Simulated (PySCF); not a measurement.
Dissociation curve of CH₄Se, SMILES C[SeH], singlet. The C1–Se5 bond (C1 also carries H, H, H; Se5 carries H) is pulled apart rigidly from the PBE0/def2-TZVP optimised geometry.

Methods: RCCSD = CCSD on RHF/cc-pVDZ, 10 core orbitals frozen run with PySCF 2.14.0; RCCSD(T) = CCSD(T) on RHF/cc-pVDZ, 10 core orbitals frozen (PySCF); RKS-wB97X-V = restricted wB97X-V/cc-pVDZ (PySCF); UMP2 = MP2 on UHF/cc-pVDZ, 10 core orbitals frozen run with PySCF; UCCSD(T) = CCSD(T) on UHF/cc-pVDZ, 10 core orbitals frozen (PySCF).

Energies are in mEh, each relative to the lowest point of its own curve near equilibrium.

| R / Å | RCCSD | RCCSD(T) | RKS-wB97X-V | UMP2 | UCCSD(T) |
|---|---|---|---|---|---|
| 1.57 | 98.7 | 99.2 | 93.9 | 96.6 | 99.2 |
| 1.66 | 50.0 | 50.4 | 46.7 | 48.4 | 50.4 |
| 1.74 | 23.6 | 24.0 | 21.5 | 22.5 | 24.0 |
| 1.82 | 8.5 | 8.8 | 7.3 | 7.8 | 8.8 |
| 1.89 | 2.0 | 2.1 | 1.4 | 1.6 | 2.1 |
| 1.95 | 0.0 | 0.0 | 0.0 | 0.0 | 0.0 |
| 2.00 | 0.3 | 0.2 | 0.8 | 0.6 | 0.2 |
| 2.07 | 3.0 | 2.7 | 4.1 | 3.7 | 2.7 |
| 2.16 | 9.3 | 8.6 | 11.2 | 10.6 | 8.6 |
| 2.25 | 17.5 | 16.4 | 20.5 | 19.5 | 16.4 |
| 2.44 | 37.9 | 35.7 | 43.4 | 52.7 | 36.4 |
| 2.60 | 55.4 | 51.9 | 63.9 | 77.9 | 54.3 |
| 2.90 | 84.5 | 77.3 | 100.1 | 100.3 | 83.4 |
| 3.20 | 106.3 | 93.5 | 131.1 | 109.3 | 100.7 |
| 3.52 | 121.8 | 100.6 | 158.4 | 113.6 | 107.8 |
| 3.89 | 132.3 | 99.4 | 183.3 | 115.7 | 110.5 |
| 4.29 | 138.0 | 92.8 | 203.8 | 116.7 | 111.6 |
| 4.78 | 141.3 | 84.3 | 221.6 | 117.2 | 112.1 |
| 5.28 | 142.7 | 78.2 | 233.7 | 117.4 | 112.4 |
| 5.79 | 143.4 | 74.7 | 241.8 | 117.5 | 112.4 |
| 6.87 | 143.9 | 72.1 | 251.9 | 117.6 | 112.5 |

At the longest distance, 6.87 Å, RKS-wB97X-V lies highest above its minimum (251.9 mEh) and RCCSD(T) lowest (72.1 mEh).

The RCCSD(T) curve passes through a maximum at 3.52 Å and then falls by 28.5 mEh up to the last usable point.

The T1 diagnostic of CCSD on the restricted reference of RCCSD, RCCSD(T) exceeds 0.045 at 3.89 to 6.87 Å. At the longest distance RKS-wB97X-V leaves fractional charges on the fragments, a sign of delocalisation error or of the restricted form. The restricted form behind RKS-wB97X-V keeps the bonding electrons paired and can't separate into open-shell fragments. The unrestricted determinant behind UMP2, UCCSD(T) is spin-contaminated at 2.44 to 6.87 Å (<S²> up to 1.0, against 0.00 for a pure singlet).
